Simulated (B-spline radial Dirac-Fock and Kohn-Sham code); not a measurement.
Elastic and transport cross sections of nickel for positrons

Method: relativistic (Dirac) partial waves in the static field of the Dirac-Fock atom, without polarisation or absorption potentials. Computed with a radial finite-basis atomic code. Below a few hundred eV the neglected polarisation potential matters, most of all at small angles. σ_tr1 and σ_tr2 weight the cross section with 1 − P₁ and 1 − P₂ of cos θ; "backward" is the share scattered beyond 90°.

| energy (eV) | σ (a₀²) | σ_tr1 (a₀²) | σ_tr2 (a₀²) | σ/σ_tr1 | backward (%) |
| --- | --- | --- | --- | --- | --- |
| 115 | 13.3 | 2.71 | 4.71 | 4.92 | 5.6 |
| 293 | 8.85 | 1.34 | 2.39 | 6.59 | 4.0 |
| 336 | 8.31 | 1.21 | 2.16 | 6.89 | 3.8 |
| 347 | 8.19 | 1.18 | 2.11 | 6.97 | 3.7 |
| 1160 | 4.57 | 0.393 | 0.776 | 11.6 | 1.8 |
| 2690 | 2.91 | 0.151 | 0.321 | 19.3 | 0.86 |
| 3130 | 2.67 | 0.125 | 0.269 | 21.3 | 0.75 |
| 3400 | 2.54 | 0.113 | 0.244 | 22.5 | 0.70 |
| 8720 | 1.38 | 0.0315 | 0.0724 | 43.9 | 0.29 |
| 12300 | 1.09 | 0.0190 | 0.0445 | 57.1 | 0.20 |
| 12500 | ? | ? | ? | ? | ? |
| 37600 | 0.464 | 0.00323 | 0.00803 | 144 | 0.060 |
| 47200 | 0.389 | 0.00221 | 0.00557 | 176 | 0.046 |
| 58100 | 0.331 | 0.00156 | 0.00397 | 212 | 0.036 |
| 105000 | 0.214 | 0.000580 | 0.00151 | 370 | 0.017 |
| 141000 | 0.176 | 0.000355 | 0.000935 | 495 | 0.011 |

Question: Fill in the row for 12.5 keV.

Answer: σ = 1.07 a₀², σ_tr1 = 0.0185 a₀², σ_tr2 = 0.0435 a₀², σ/σ_tr1 = 57.9, backward 0.20 %. The ratio σ/σ_tr1 is roughly the number of elastic collisions that randomise the direction.
